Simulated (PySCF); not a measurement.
Al(Cl)2(SeH) (AlCl₂HSe), SMILES [Cl][Al]([SeH])[Cl]. Atoms are numbered in the order given.

```xyz
5

Al    -0.0002     0.5447     0.0000
Cl     1.8195     1.5823     0.0000
Cl    -1.8020     1.6172     0.0000
Se     0.0338    -1.7547     0.0000
H     -1.4421    -1.8144     0.0000
```
Charge 0, spin multiplicity 1.

Coordinates come from a B3LYP-D3(BJ)/def2-SVP optimisation. The structure was generated by enumeration; whether it is a known compound was not checked. Other conformers were not sampled.

Method: PySCF with PBE/def2-TZVP.

ESP charges are fitted to the potential on shells at 1.4 to 2.0 van der Waals radii. Atomic charges (e):

| atom | ESP fit | Löwdin |
|---|---|---|
| Al1 | 0.40 | -0.92 |
| Cl2 | -0.15 | 0.32 |
| Cl3 | -0.18 | 0.32 |
| Se4 | -0.19 | 0.20 |
| H5 | 0.12 | 0.08 |
